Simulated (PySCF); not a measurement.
CH₆O₂Si₂, SMILES O=CO[SiH2][SiH3].

Geometry: PBE0-D3(BJ)/def2-SVP. This is a generated structure with no PubChem entry under its InChIKey; it may be hypothetical. The values are those of a single conformer.

Computed with PBE0-D3(BJ)/def2-SVP in PySCF.

Frequencies are harmonic and unscaled.

A small imaginary wavenumber (i) marks a very flat motion, where grid noise or a shallow saddle decides the sign.

| mode | ν (cm⁻¹) | IR (km/mol) | moving atoms (share of kinetic energy) |
|---|---|---|---|
| 1 | 22i | 1.0 | O 58 %, H 20 %, Si 19 % |
| 2 | 129 | 5.3 | Si 42 %, O 41 %, C 9 %, H 9 % |
| 3 | 220 | 5.3 | H 75 %, C 13 %, O 12 % |
| 4 | 227 | 13.5 | O 55 %, Si 35 % |
| 5 | 264 | 4.3 | H 64 %, O 23 %, C 13 % |
| 6 | 362 | 27.9 | H 90 % |
| 7 | 418 | 7.5 | Si 73 %, H 23 % |
| 8 | 538 | 13.5 | H 76 %, Si 22 % |
| 9 | 608 | 1.2 | H 77 %, Si 22 % |
| 10 | 694 | 52.0 | O 42 %, Si 38 %, C 10 %, H 9 % |
| 11 | 736 | 20.3 | H 93 % |
| 12 | 761 | 10.4 | O 48 %, H 31 %, C 14 % |
| 13 | 822 | 334.1 | H 67 %, O 17 %, C 10 % |
| 14 | 885 | 91.0 | H 81 %, Si 11 % |
| 15 | 916 | 58.8 | H 97 % |
| 16 | 947 | 93.7 | H 95 % |
| 17 | 949 | 45.1 | H 97 % |
| 18 | 1060 | 0.1 | H 57 %, C 38 % |
| 19 | 1284 | 357.0 | O 50 %, C 41 %, H 8 % |
| 20 | 1401 | 4.9 | H 87 % |
| 21 | 1853 | 290.9 | C 59 %, O 38 % |
| 22 | 2195 | 111.5 | H 97 % |
| 23 | 2245 | 107.5 | H 98 % |
| 24 | 2249 | 53.9 | H 96 % |
| 25 | 2251 | 23.4 | H 98 % |
| 26 | 2267 | 116.9 | H 95 % |
| 27 | 3068 | 74.5 | H 92 %, C 8 % |
